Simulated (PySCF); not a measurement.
**`[SiH3][SiH2]Br`, BrH5Si2**

Molfile (atoms numbered from 1):
```
BrH5Si2
     RDKit          3D

  8  7  0  0  0  0  0  0  0  0999 V2000
    1.2191    0.1911    0.0096 Si  0  0  0  0  0  4  0  0  0  0  0  0
   -1.0312   -0.3201    0.1318 Si  0  0  0  0  0  4  0  0  0  0  0  0
   -2.2061    0.9957   -1.2427 Br  0  0  0  0  0  0  0  0  0  0  0  0
    1.9361   -0.6974    0.9258 H   0  0  0  0  0  0  0  0  0  0  0  0
    1.7370   -0.0064   -1.3441 H   0  0  0  0  0  0  0  0  0  0  0  0
    1.4708    1.5779    0.4006 H   0  0  0  0  0  0  0  0  0  0  0  0
   -1.6903   -0.0782    1.4138 H   0  0  0  0  0  0  0  0  0  0  0  0
   -1.4263   -1.6532   -0.3193 H   0  0  0  0  0  0  0  0  0  0  0  0
  1  2  1  0
  2  3  1  0
  1  4  1  0
  1  5  1  0
  1  6  1  0
  2  7  1  0
  2  8  1  0
M  END
```

Level of theory: TDDFT PBE0/aug-cc-pVDZ excited states, vertical, gas phase (PySCF 2.14.0). Geometry: GFN2-xTB.

The calculation is non-relativistic, which matters for the atoms heavier than Zn.

**Question.** How strongly do the lowest singlets absorb one photon, and two photons of half the energy?

**Answer.** δ for parallel linear polarisation; σ at the peak of a Lorentzian of half width 0.1 eV, single beam; Ω is circular over linear.
| state | E (eV) | f | photon λ (nm) | δ (au) | σ (GM) | Ω | main |
| --- | --- | --- | --- | --- | --- | --- | --- |
| S1 | 5.81 | 0.020 | 427 | 0.27 | 0.00 | 0.94 | HOMO→LUMO 0.98 |
| S2 | 5.98 | 0.008 | 415 | 0.13 | 0.00 | 1.50 | HOMO−1→LUMO 0.98 |
| S3 | 6.77 | 0.008 | 366 | 0.48 | 0.01 | 1.50 | HOMO→LUMO+2 0.97 |
| S4 | 6.82 | 0.019 | 364 | 31.1 | 0.53 | 1.48 | HOMO→LUMO+1 0.94 |
| S5 | 7.00 | 0.000 | 354 | 13.6 | 0.24 | 1.50 | HOMO−1→LUMO+1 0.97 |
